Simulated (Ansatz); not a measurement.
`[CH3][AlH][TeH]` + `N[SiH3]` → `N[SiH2][AlH][TeH]` + CH₄  (formal exchange of groups at the Al–C bond)

Calculated with Ansatz (gas phase, PBE0-D4/def2-TZVP geometries, no zero-point term in ΔE). CCSD(T)/CBS is the MP2 limit (def2-TZVPP, def2-QZVPP) plus CCSD(T) − MP2 in def2-TZVPP, frozen cores. This one scheme is used for every species. Functionals use def2-TZVPP. B3LYP here is the variant with VWN-RPA as its local correlation; programs differ in this. Elements past krypton have def2 core potentials. For Te outer-core shells are correlated without core-valence functions, which leaves a few kJ/mol of doubt a bond. One conformer a species, not always the lowest.

`[CH3][AlH][TeH]`:

Cartesian coordinates in Å:
```
C 0.797 -1.149 0.383
Al -0.575 0.177 -0.008
Te 0.139 2.395 -1.001
H 0.789 -1.405 1.448
H 1.803 -0.812 0.125
H 0.599 -2.077 -0.164
H -2.120 -0.049 0.260
H -1.432 2.920 -1.043
```

`N[SiH3]`:

Cartesian coordinates in Å:
```
N 0.840 -0.329 -0.569
Si -0.575 0.198 0.255
H 1.193 -1.258 -0.407
H 1.598 0.317 -0.721
H -1.615 -0.851 0.093
H -0.423 0.451 1.719
H -1.019 1.471 -0.370
```

`N[SiH2][AlH][TeH]`:

```xyz
10

N     0.663    1.907    1.160
Si   -0.426    0.570    0.955
Al   -0.176   -0.752   -1.115
Te   -0.240   -3.278   -0.910
H     0.585    2.693    0.534
H     1.634    1.710    1.347
H    -1.812    1.122    1.010
H    -0.243   -0.323    2.136
H     0.059   -0.163   -2.573
H    -0.043   -3.485   -2.543
```

CH₄:

Cartesian coordinates in Å:
```
C 0.000 0.000 0.000
H -0.531 0.913 0.265
H 0.499 0.136 -0.959
H -0.709 -0.824 -0.073
H 0.741 -0.225 0.766
```

| level | ΔE (kJ/mol) | difference from CCSD(T)/CBS |
| --- | --- | --- |
| PBE-D4 | -14.2 | -15.8 |
| PBE0-D4 | -9.1 | -10.7 |
| B3LYP-D4 | -1.8 | -3.4 |
| ωB97X-V | 2.7 | 1.1 |
| ωB97M-V | 9.5 | 7.9 |
| B2PLYP | 4.2 | 2.6 |
| PBE | -12.4 | -14.0 |
| B3LYP | 1.2 | -0.4 |
| HF/def2-TZVPP | 10.5 | 8.9 |
| SCS-MP2/def2-TZVPP | 9.0 | 7.4 |
| CCSD/def2-TZVPP | 3.9 | 2.3 |
| CCSD(T)/def2-TZVPP | 1.9 | 0.3 |
| HF/def2-QZVPP | 11.2 | 9.6 |
| HF/CBS(def2) | 11.3 | 9.7 |
| MP2/CBS(def2) | 8.8 | 7.2 |
| CCSD/CBS(def2) | 3.6 | 2.0 |
| CCSD(T)/CBS | 1.6 | 0 |

Largest T1 diagnostic among the species: 0.012.

From PBE to PBE0 (25 % exact exchange), in def2-TZVPP and without D4, ΔE moves by +5.2 kJ/mol.
